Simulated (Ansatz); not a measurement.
Coupled-cluster run, BClH2Zn (`Cl[BH][ZnH]`).

```yaml
crystal:
  periodic: [false, false, false]
  atoms:
    - {symbol: Cl, position_ang: [-0.745312, -1.438884, 1.490732]}
    - {symbol: B, position_ang: [-0.686605, -0.470460, 0.030326]}
    - {symbol: Zn, position_ang: [0.949679, 0.766399, -0.321236]}
    - {symbol: H, position_ang: [-1.645852, -0.615891, -0.671370]}
    - {symbol: H, position_ang: [2.177888, 1.685236, -0.569853]}
basis:
  gaussian: {orbitals: def2-SVP}
correlation: {method: ccsd_t, frozen_orbitals: {B: 1, Cl: 5, H: 0, Zn: 9}}
```

```sh
$ ansatz run in.yaml --threads 2 --pin off --events-out ev --progress --plain --max-ram 4352MiB
```

The program prints (abridged):

```
Functional definition: HF
705 factors; integrals over basis functions are off by at most 1.0e-3 eV
mean field evaluation 1: about -61571.0747 eV, gradient 1.4e1 eV
mean field evaluation 2: about -61571.1216 eV, gradient 1.4e1 eV
mean field evaluation 4: about -61572.0592 eV, gradient 2.7e0 eV
mean field evaluation 8: about -61572.0826 eV, gradient 1.5e-1 eV
mean field -61572.08278673 eV, -2262.7323073556 hartree, gradient 2.4e-6 eV, S^2 0.000000; 0 other end points of the search recorded, 0 dependent functions left out
15 core orbitals not correlated: weight in the atoms' cores, before any rotation towards them, 1.000 or more for the frozen orbitals, at most 0.000 for the correlated occupied ones
reference -61572.08278673 eV, -2262.7323073556 hartree; 12, 12 occupied and 46, 46 virtual orbitals, 705 factors
second order -14.25056805 eV of doubles, -0.00000000 eV of singles
cycle   1  -13.97438005 eV  change    2.8e-1 eV  update   1.0e-1
cycle   2  -14.40350432 eV  change   -4.3e-1 eV  update   3.7e-2
cycle   3  -14.49605324 eV  change   -9.3e-2 eV  update   1.8e-2
cycle   4  -14.48800343 eV  change    8.0e-3 eV  update   5.7e-3
cycle   5  -14.48304705 eV  change    5.0e-3 eV  update   2.5e-3
cycle   6  -14.48374700 eV  change   -7.0e-4 eV  update   6.8e-4
cycle   7  -14.48361577 eV  change    1.3e-4 eV  update   2.7e-4
cycle   8  -14.48348835 eV  change    1.3e-4 eV  update   1.1e-4
cycle   9  -14.48353206 eV  change   -4.4e-5 eV  update   3.8e-5
cycle  10  -14.48353806 eV  change   -6.0e-6 eV  update   1.2e-5
perturbative correction -0.40616632 eV, -0.0149263368 hartree
Total energy: -61586.97249110 eV, -2263.2794938988 hartree
```

Hardware: 2 threads of an Arm Neoverse V1 on a shared host. Wall time 1.5 s, peak host memory 0.17 GiB.

The correlation energy is -14.890 eV, 2.7 % of it from (T); the T1 diagnostic reads 0.0139.
